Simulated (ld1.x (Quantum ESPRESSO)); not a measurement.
## rubidium (Rb): one change to a TM potential, before and after

rubidium, norm-conserving Troullier–Martins (Kleinman–Bylander form), made with ld1.x (Quantum ESPRESSO) 7.5 (PBE, scalar-relativistic). Core [Kr], reference 4d0 5s0 5p1. Waves: 5s (bound, empty): rc 3.10 bohr; 5p (bound): rc 3.45 bohr; 4d (bound, empty): rc 4.20 bohr. Local part: all-electron potential smoothed inside 3.75 bohr (lloc = -2). Core correction: a·sin(br)/r model core inside 1.70 bohr.

Change: wave 5s (bound): rc 3.10 bohr becomes 5s (bound): rc 4.28 bohr.

Cutoffs: the cutoffs (Ry, on a coarse ladder) from which the occupation-weighted sum of valence levels, in a spherical-Bessel basis at the reference potential, stays within 10 and 1 mRy of its value at 400 Ry; they do not see the model core or the augmentation charge, which bear on the density cutoff. Errors are all-electron minus pseudo energies relative to the spin-unpolarised reference configuration.

Q: Predict the effect on cutoff, ghosts and configuration errors.

A: Both files are so soft that the ladder of cutoffs tells neither apart; of the 4 tests that both files solve, the error grows in 2 and shrinks in 0 by more than 15 % and 0.3 meV (median size 3.7 → 3.9 meV); neither file shows a bound ghost.

| quantity | base | changed |
| --- | --- | --- |
| cutoff, loose | 6 Ry | 6 Ry |
| cutoff, tight | 10 Ry | 10 Ry |
| bound ghosts | none | none |
| error for 4d0 5s1 5p0, meV [ΔE -1.52 eV] | -5.7 | -6.7 |
| error for 4d0 5s0.5 5p0, meV [ΔE 0.06 eV] | -1.8 | -2.1 |
| error for 4d1 5s0 5p0, meV [ΔE 0.72 eV] | -3.4 | -3.4 |
| error for 4d0.5 5s0.5 5p0, meV [ΔE -0.40 eV] | -4.0 | -4.4 |
